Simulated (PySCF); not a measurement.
A structure optimised at PBE-D3(BJ)/def2-SVP, used in a PySCF frequency run:

```xyz
12

Be    -0.4540    -0.0191     0.0000
N      1.0558    -0.0060     0.0000
C      1.8556     0.0050     1.2118
C      1.8556     0.0050    -1.2118
H      2.5038     0.9124     1.2745
H      2.5325    -0.8814     1.2704
H      1.2098    -0.0078     2.1137
H      2.5325    -0.8814    -1.2704
H      2.5038     0.9124    -1.2745
H      1.2098    -0.0078    -2.1137
S     -2.3654    -0.0792     0.0000
H     -2.4875     1.2799     0.0000
```
Charge 0, spin multiplicity 1.

Problem. Write its SMILES, formula and point group.

Solution. C[N](C)[Be][SH], C2H7BeNS, Cs

Problem. What are its rotational constants (standard atomic weights)?

Solution. 9.0462, 1.5886, 1.3888 GHz
